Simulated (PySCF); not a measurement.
## Electron affinity of Cu by level of theory

Cu⁻ [Ar] 3d10 4s2 → Cu [Ar] 3d10 4s1 [4s1/2^1, M_J = 1/2], as a difference of total energies. All numbers are calculated (PySCF 2.14, the two-component X2C-1e Hamiltonian, in x2c-TZVPall-2c with one added diffuse shell each of s, p, d type (7s8p5d1f, 63 functions)). Correlated levels: [Ne] frozen; the 6 highest virtual spinors dropped. "Screened" scales the spin-orbit matrix elements by Boettger's factors to mimic the two-electron term; Breit and QED terms are absent.

| method | electron affinity (eV) | error (eV) |
| --- | --- | --- |
| GHF (screened spin-orbit) | 0.014 | -1.222 |
| GMP2 (screened spin-orbit) | 0.805 | -0.431 |

Reference: 1.236 eV (measured; photodetachment measurements, as compiled on the Wikipedia data page of electron affinities).

Errors of the correlated levels include the incompleteness of this basis and the frozen core.
